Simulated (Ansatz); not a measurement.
Cu(NH3)(SH) (CuSNH₄). The state is a singlet with charge 0. Geometry r2SCAN-D4/def2-TZVP.

```xyz
7

Cu    0.6622    0.0782   -0.0639
N    -1.1201   -0.5645    0.3666
H    -1.0753   -1.3977    0.9483
H    -1.6464   -0.8064   -0.4692
H    -1.6585    0.1317    0.8760
S     2.6161    0.7252   -0.5007
H     2.2220    1.8336   -1.1572
```

The 6-31G sets use Cartesian d functions. LC-ωPBE has ω = 0.4 bohr⁻¹. B3LYP takes the VWN-RPA correlation.

**Question.** Estimate the orbital energies around the gap (eV) in Ansatz with PBE-D4/def2-TZVP, B97M-V/def2-TZVP, B3LYP-D4/6-31G, PBE0-D4/def2-TZVP, LC-ωPBE/def2-TZVP.

**Answer.** 
| orbital | PBE-D4/def2-TZVP | B97M-V/def2-TZVP | B3LYP-D4/6-31G | PBE0-D4/def2-TZVP | LC-ωPBE/def2-TZVP |
| --- | --- | --- | --- | --- | --- |
| HOMO−9 | -13.69 | -14.22 | -15.25 | -15.43 | -18.54 |
| HOMO−8 | -10.39 | -10.81 | -11.47 | -12.01 | -15.10 |
| HOMO−7 | -8.40 | -8.78 | -9.52 | -9.73 | -12.54 |
| HOMO−6 | -6.29 | -6.49 | -6.81 | -7.98 | -10.76 |
| HOMO−5 | -6.03 | -6.34 | -6.45 | -7.77 | -10.55 |
| HOMO−4 | -5.55 | -5.83 | -5.69 | -7.57 | -10.32 |
| HOMO−3 | -5.48 | -5.72 | -5.33 | -7.57 | -10.32 |
| HOMO−2 | -5.48 | -5.72 | -5.22 | -7.34 | -10.03 |
| HOMO−1 | -5.11 | -5.17 | -5.21 | -6.27 | -8.95 |
| HOMO | -4.17 | -4.42 | -4.83 | -5.35 | -7.98 |
| LUMO | -1.48 | -1.35 | -0.57 | -0.69 | 1.27 |
| LUMO+1 | 0.63 | 0.81 | 0.39 | 1.46 | 3.36 |
| LUMO+2 | 0.92 | 1.22 | 0.68 | 1.79 | 3.81 |
| LUMO+3 | 0.94 | 1.26 | 1.32 | 1.81 | 3.82 |
| LUMO+4 | 1.25 | 1.56 | 2.50 | 2.35 | 4.65 |
| LUMO+5 | 1.95 | 2.25 | 2.60 | 3.04 | 5.28 |
